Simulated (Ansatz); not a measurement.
`[OH][GaH][S][SiH3]` → `[OH][Ga]([SiH3])[SH]`  (isomerisation)

Computed with Ansatz on PBE0-D4/def2-TZVP structures; ΔE is electronic, products minus reactants. CCSD(T)/CBS adds triple-zeta CCSD(T) − MP2 to the extrapolated MP2 energy (def2 sets, frozen cores). DFT in def2-TZVPP. HSE06 is defined as in plane-wave codes. For Ga outer-core shells are correlated without core-valence functions, which leaves a few kJ/mol of doubt a bond. Scalar relativity is left out up to krypton. One conformer a species, not always the lowest.

```json
{"level": "B97M-V", "ΔE (kJ/mol)": "42.3", "difference from CCSD(T)/CBS": "3.6"}
{"level": "HSE06-D4", "ΔE (kJ/mol)": "33.3", "difference from CCSD(T)/CBS": "-5.4"}
{"level": "CAM-B3LYP-D4", "ΔE (kJ/mol)": "36.9", "difference from CCSD(T)/CBS": "-1.8"}
{"level": "r2SCAN0", "ΔE (kJ/mol)": "39.2", "difference from CCSD(T)/CBS": "0.5"}
{"level": "BHLYP", "ΔE (kJ/mol)": "37.2", "difference from CCSD(T)/CBS": "-1.5"}
{"level": "CAM-B3LYP", "ΔE (kJ/mol)": "34.6", "difference from CCSD(T)/CBS": "-4.1"}
{"level": "RPA@PBE/def2-TZVPP", "ΔE (kJ/mol)": "34.0", "difference from CCSD(T)/CBS": "-4.7"}
{"level": "SCS-MP2/def2-TZVPP", "ΔE (kJ/mol)": "43.7", "difference from CCSD(T)/CBS": "5.0"}
{"level": "HF/CBS(def2)", "ΔE (kJ/mol)": "45.7", "difference from CCSD(T)/CBS": "7.0"}
{"level": "MP2/CBS(def2)", "ΔE (kJ/mol)": "47.6", "difference from CCSD(T)/CBS": "8.9"}
{"level": "CCSD(T)/CBS", "ΔE (kJ/mol)": "38.7", "difference from CCSD(T)/CBS": "0"}
```

Largest T1 diagnostic among the species: 0.014.

From BLYP to BHLYP (50 % exact exchange), in def2-TZVPP and without D4, ΔE moves by +13.8 kJ/mol. At CCSD(T), def2-SVP lies −7.3 kJ/mol from the extrapolated value and def2-TZVPP −2.2 kJ/mol.

CCSD(T)/CBS has its own doubt, a few kJ/mol and more with outer-core shells, so smaller differences from it don't rank the levels.
